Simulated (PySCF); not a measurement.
SCF from a fresh guess for singlet TiSF2, at the PBE0 minimum. PySCF input:

```python
from pyscf import gto, scf, dft
mol = gto.M(atom='''
Ti     0.000000    -0.327460     0.000000
S      0.680450     1.606030     0.000000
F     -0.572560    -0.938160    -1.540170
F     -0.572560    -0.938160     1.540170''',
    basis={'Ti': 'def2-SVP', 'S': 'def2-SVP', 'F': 'def2-SVP'},
    charge=0, spin=0)
mf = dft.RKS(mol, xc='PBE0')
mf.grids.atom_grid = (50, 194)
aux = {'Ti': 'def2-universal-JKFIT', 'S': 'def2-universal-JKFIT', 'F': 'def2-universal-JKFIT'}
mf = mf.density_fit(auxbasis=aux)
mf.conv_tol = 1e-08
mf.diis_space = 10
mf.max_cycle = 60
mf.init_guess = 'minao'
mf.verbose = 4
mf.kernel()
```

Excerpt of the output (cycles and frontier levels):

```
init E= -1446.45154800461
  HOMO = -0.344610509501695  LUMO = -0.165448789730669  gap/eV = 4.87524
cycle= 1 E= -1446.23434401132  delta_E= 0.217  |g|= 1.17  |ddm|= 2.71
  HOMO = -0.293672414836121  LUMO = -0.289630784162775  gap/eV = 0.10998
cycle= 2 E= -1433.49017853071  delta_E= 12.7  |g|= 7.56  |ddm|= 4.67
  HOMO = -0.238277873589195  LUMO = -0.157516365260524  gap/eV = 2.19763
cycle= 3 E= -1446.41751672864  delta_E= -12.9  |g|= 0.959  |ddm|= 3.96
  HOMO = -0.272490713603335  LUMO = -0.167533687241213  gap/eV = 2.85603
cycle= 4 E= -1446.50045198793  delta_E= -0.0829  |g|= 0.569  |ddm|= 0.433
  HOMO = -0.276771862196391  LUMO = -0.156790730441171  gap/eV = 3.26485
cycle= 5 E= -1446.55206231257  delta_E= -0.0516  |g|= 0.35  |ddm|= 0.173
  HOMO = -0.27475033106683  LUMO = -0.13401594616839  gap/eV = 3.82958
cycle= 6 E= -1446.5818983396  delta_E= -0.0298  |g|= 0.0554  |ddm|= 0.199
  HOMO = -0.280563756673043  LUMO = -0.13469081969834  gap/eV = 3.96940
cycle= 7 E= -1446.58282508958  delta_E= -0.000927  |g|= 0.00405  |ddm|= 0.058
  HOMO = -0.280203556099459  LUMO = -0.13456145000369  gap/eV = 3.96312
cycle= 8 E= -1446.58282837208  delta_E= -3.28e-06  |g|= 0.0016  |ddm|= 0.0037
  HOMO = -0.280130698865523  LUMO = -0.134655417215658  gap/eV = 3.95858
cycle= 9 E= -1446.58282923972  delta_E= -8.68e-07  |g|= 0.000183  |ddm|= 0.00167
  HOMO = -0.280114005205373  LUMO = -0.134650891918345  gap/eV = 3.95825
cycle= 10 E= -1446.58282927396  delta_E= -3.42e-08  |g|= 8.88e-05  |ddm|= 0.000598
  HOMO = -0.280119467372422  LUMO = -0.134660403353764  gap/eV = 3.95814
cycle= 11 E= -1446.58282928066  delta_E= -6.7e-09  |g|= 1.43e-05  |ddm|= 0.000318
  HOMO = -0.280117978210009  LUMO = -0.134657039364726  gap/eV = 3.95819
Extra cycle  E= -1446.58282928054  delta_E= 1.19e-10  |g|= 3.76e-05  |ddm|= 5.04e-05
converged SCF energy = -1446.58282928054
```

No lower solution of this spin was found by a stability analysis within the restricted form, which does not test spin polarisation.

Stability towards spin polarisation was not tested.

The search for the lowest solution, with the stability check, took 2.9 s on 2 threads of a shared Arm Neoverse V2 host, with 77 basis functions; the process peaked at 0.32 GiB.
